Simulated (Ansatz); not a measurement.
Basis sets compared for the cluster Au₂Se⁺. Total charge 1; doublet. Geometry r2SCAN-D4/def2-TZVP. Ansatz on 4 threads of Intel Xeon on a shared host; times are rough, and most runs start from earlier orbitals.

| atom | x (Å) | y (Å) | z (Å) |
| --- | --- | --- | --- |
| Au1 | -1.240 | 0.600 | 1.154 |
| Au2 | 1.549 | 0.340 | -0.845 |
| Se3 | -0.309 | -0.940 | -0.309 |

In the def2 sets Au takes a core potential; there is no spin–orbit coupling. The structure comes from a short search, and lower isomers may exist.

```
           level  functions  energy (Eh)  HOMO (eV)  LUMO (eV)  wall time
 PBE-D4/def2-SVP         96   -2672.2048     -11.92     -10.95        6 s
PBE0-D4/def2-SVP         96   -2672.1821     -12.96      -9.88      8.5 s
```

Question: Estimate the rows for PBE-D4/def2-TZVP (with forces), PBE0-D4/def2-TZVP.

Answer: 
```tsv
level	functions	energy (Eh)	HOMO (eV)	LUMO (eV)	wall time
PBE-D4/def2-TZVP (with forces)	128	-2672.5165	-11.87	-10.85	11 s
PBE0-D4/def2-TZVP	128	-2672.4946	-12.87	-9.75	24 s
```
